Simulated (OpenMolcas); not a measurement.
# OpenMolcas run: Co2+

Co2+ with 6 ligands (chloride) in octahedral coordination (Oh) at 2.5 Å. A charge of +0.667 e stands 3.2 Å behind each ligand. Ligand basis ANO-RCC-VDZP. With inversion symmetry the input lists one of each pair of outer charges.

Input:

```
&GATEWAY
Coord
7

Co 0.0 0.0 0.0
Cl 2.500000 0.000000 0.000000
Cl 0.000000 2.500000 0.000000
Cl -2.500000 0.000000 0.000000
Cl 0.000000 -2.500000 0.000000
Cl 0.000000 0.000000 2.500000
Cl 0.000000 0.000000 -2.500000
Basis=Co.ANO-RCC-VTZP,Cl.ANO-RCC-VDZP
Group=XYZ
NoMove
AngMom=0.0 0.0 0.0
AMFI
RICD
XField
3 Angstrom 0
5.700000 0.000000 0.000000 0.666667
0.000000 5.700000 0.000000 0.666667
0.000000 0.000000 5.700000 0.666667
&SEWARD
&RASSCF
FileOrb=start.orb
Symmetry=1
Spin=4
nActEl=7 0 0
Inactive=30 33
Ras2=5 0
CIRoot=10 10 1
SDav=10
CIMx=300
Iter=150 100
PrWF=0.3
OrbListing=Nothing
MaxOrb=0
LevShft=1.0
>>> COPY $Project.JobIph JOB001
&RASSCF
FileOrb=start.orb
Symmetry=1
Spin=2
nActEl=7 0 0
Inactive=30 33
Ras2=5 0
CIRoot=40 40 1
SDav=40
CIMx=300
Iter=150 100
PrWF=0.3
OrbListing=Nothing
MaxOrb=0
LevShft=1.0
>>> COPY $Project.JobIph JOB002
&RASSI
NrOfJobIphs=2 10 40
1 2 3 4 5 6 7 8 9 10
1 2 3 4 5 6 7 8 9 10 11 12 13 14 15 16 17 18 19 20 21 22 23 24 25 26 27
28 29 30 31 32 33 34 35 36 37 38 39 40
IphNames
JOB001
JOB002
EJob
SpinOrbit
DIPRint=1.0
SOCoupling=1000.0
Subsets=2
Property=9
'ANGMOM' 1 'ANGMOM' 2 'ANGMOM' 3 'MLTPL  1' 1 'MLTPL  1' 2 'MLTPL  1' 3
'AMFI' 1 'AMFI' 2 'AMFI' 3
SOProperty=3
'ANGMOM' 1 'ANGMOM' 2 'ANGMOM' 3
```

Launched by
```bash
OMP_NUM_THREADS=1 MOLCAS_MEM=2457 MOLCAS_PROJECT=a pymolcas a.inp > a.log  # once for each step of the input, in one work folder
```

A driver script runs the steps one by one and writes start.orb anew before each from the orbitals found so far.

Output, cut to the results:

```
--- SEWARD ---
Basis set label: CO.ANO-RCC...6S5P3D2F1G.

      Electronic valence basis set:
      ------------------
      Associated Effective Charge  27.000000 au
      Associated Actual Charge     27.000000 au
      Nuclear Model: Point charge

      Shell  nPrim  nBasis  Cartesian Spherical Contaminant
         s      21       6        X
         p      15       5        X
         d      10       3                 X
         f       6       2                 X
         g       4       1                 X
                  Relativistic Douglas-Kroll-Hess integrals:
                    - DKH order of Hamiltonian: 2
                    - DKH order of Properties : 0
                  Atomic mean-field integrals
--- RASSCF ---
Wave function specifications:
      -----------------------------

      Number of closed shell electrons         126
      Number of electrons in active shells       7
      Max number of holes in RAS1 space          0
      Max nr of electrons in RAS3 space          0
      Number of inactive orbitals               63
      Number of active orbitals                  5
      Number of secondary orbitals              99
      Spin quantum number                      1.5
      State symmetry                             1
Orbital specifications:
      -----------------------

      Symmetry species                           1   2
                                                ag  au
      Frozen orbitals                            0   0
      Inactive orbitals                         30  33
      Active orbitals                            5   0
      RAS1 orbitals                              0   0
      RAS2 orbitals                              5   0
      RAS3 orbitals                              0   0
      Secondary orbitals                        49  50
      Deleted orbitals                           0   0
      Number of basis functions                 84  83
      Number of CSFs                            10
      Number of root(s) required                10
      Iter CI   SX   CI       RASSCF       Energy    max ROT     max BLB   max BLB  Level Ln srch  Step   QN
          iter iter root      energy       change     param      element    value   shift minimum  type update
 Nr of preliminary CI iterations:   1
      Total energies have been shifted. Add                -4000.00 au
        1   1   14    0  -158.34582996    0.00E+00  -4.55E-02   33  39 1  1.84E-01*  1.21   0.00    SX    NO
        2   1   14    0  -158.63980255   -2.94E-01* -3.05E-02    4  44 2  8.69E-02*  1.00   0.00    SX    NO
        3   1   13    0  -158.71061120   -7.08E-02* -1.68E-02   11  34 2  3.69E-02*  0.98   0.00    SX    NO
        4   1   13    0  -158.72544907   -1.48E-02* -6.61E-03    8  42 1 -2.13E-02*  0.95   0.00    SX    NO
        5   1   13    0  -158.72966968   -4.22E-03* -7.69E-03    8  42 1 -1.49E-02*  0.95   2.25    LS   YES
        6   1   12    0  -158.73155083   -1.88E-03*  3.81E-03    5  45 2 -1.66E-02*  0.95   1.07    QN   YES
        7   1   11    0  -158.73211432   -5.63E-04* -3.29E-03    8  42 1 -3.97E-03*  0.94   1.30    QN   YES
        8   1   11    0  -158.73233799   -2.24E-04* -1.46E-03    5  45 2  2.17E-03*  0.94   1.32    QN   YES
        9   1   10    0  -158.73237610   -3.81E-05* -7.53E-04    8  42 1 -8.95E-04*  0.94   1.35    QN   YES
       10   1    9    0  -158.73238488   -8.78E-06*  3.69E-04    8  57 1 -4.78E-04*  0.94   1.39    QN   YES
       11   1    8    0  -158.73238716   -2.28E-06* -2.22E-04    8  57 1 -2.83E-04*  0.94   1.38    QN   YES
       12   1    8    0  -158.73238784   -6.77E-07* -1.40E-04    8  57 1 -1.37E-04*  0.94   1.46    QN   YES
       13   1    7    0  -158.73238806   -2.21E-07*  4.74E-05    8  36 1 -4.80E-05   0.94   1.33    QN   YES
       14   1    7    0  -158.73238811   -4.49E-08*  1.33E-05   30  45 1  1.85E-05   0.94   1.29    QN   YES
       15   1    6    0  -158.73238811   -9.25E-09  -7.54E-06   27  78 2  1.35E-05   0.94   1.27    QN   YES
      Convergence after 15 iterations
       16   1    6    0  -158.73238812   -1.93E-09  -7.54E-06   27  78 2  4.73E-06   0.94   1.27    QN   YES
      Natural orbitals and occupation numbers for root  1
      sym 1:   1.144540   1.855460   1.000000   1.855460   1.144540
      Natural orbitals and occupation numbers for root  2
      sym 1:   1.855493   1.855493   1.144507   1.144507   1.000000
      Natural orbitals and occupation numbers for root  3
...
--- RASSI ---
SPIN-FREE ENERGIES:
  (Shifted by EMIN (a.u.) =      -4158.7679054037)

 SF State       Relative EMIN(au)   Rel lowest level(eV)    D:o, cm**(-1)

     1             0.0000000000        0.0000000000              0.0000
     2             0.0000000000        0.0000000000              0.0000
     3             0.0000000000        0.0000000000              0.0000
     4             0.0142984268        0.3890800146           3138.1420
     5             0.0142984268        0.3890800146           3138.1420
     6             0.0142984268        0.3890800146           3138.1420
     7             0.0315938723        0.8597130618           6934.0535
    11             0.0788712109        2.1461949847          17310.2299
    12             0.0788712109        2.1461949847          17310.2299
    13             0.0876067468        2.3839010251          19227.4585
    14             0.0876067468        2.3839010251          19227.4585
    15             0.0876067468        2.3839010251          19227.4585
    16             0.0891125016        2.4248747005          19557.9334
    17             0.0891125016        2.4248747005          19557.9334
    18             0.0891125016        2.4248747005          19557.9334
    10             0.0935612386        2.5459310017          20534.3184
     8             0.0935612386        2.5459310017          20534.3184
     9             0.0935612386        2.5459310017          20534.3184
    19             0.0971102715        2.6425051050          21313.2410
    20             0.1126614226        3.0656734865          24726.3242
    21             0.1126614226        3.0656734865          24726.3242
    22             0.1126614226        3.0656734865          24726.3242
    23             0.1185106336        3.2248386261          26010.0776
    24             0.1185106336        3.2248386261          26010.0776
    25             0.1185106336        3.2248386261          26010.0776
...
```

Spin-orbit levels above the lowest (labels of O, the rotations of Oh):

```
E (cm-1)  Degeneracy  Label  2S+1               g
     0.0           2     Γ6     4  4.61 4.61 4.61
   336.1           4     Γ8     4                
   902.4           4     Γ8     4                
    1066           2     Γ7     4  0.59 0.59 0.59
    3728           2     Γ6     4  2.64 2.64 2.64
    3813           4     Γ8     4                
    3911           4     Γ8     4                
    4085           2     Γ7     4  2.55 2.55 2.55
    7739           4     Γ8     4                
   17904           4     Γ8     2                
   19629           4     Γ8     2                
   20301           4     Γ8     2                
   20307           2     Γ7     2  2.05 2.05 2.05
   20492           2     Γ6     2  0.25 0.25 0.25
   20963           4     Γ8     4                
   20964           2     Γ7     4  2.54 2.54 2.54
   21206           4     Γ8     4                
   21601           2     Γ6     4  2.67 2.67 2.67
   21992           2     Γ6     2  1.38 1.38 1.38
   25279           4     Γ8     2
```

An orbital triplet at a regular site is open to Jahn-Teller coupling, which can distort the site and quench the lowest spin-orbit gaps and is left out. Without dynamic correlation the repulsion within the d shell is too large (B by tens of per cent), so at a given field states of lower spin stand too high. Ligand-to-metal charge-transfer states are missing. With no ligand orbital active B as a rule stays too high, so bands that hang on it stand too high and its fall with covalency is understated. With metal d orbitals alone and no dynamic correlation the field as a rule comes out too small, by tens of per cent, by up to half for chloride and softer ligands, and with too little covalency χT stands high. No measured value stands beside these numbers; the geometry was imposed, not optimised, and the real ion may take another.

The RASSCF and RASSI steps took 39 s on 1 thread of Arm Neoverse V1 (shared host); the integral step is not counted.
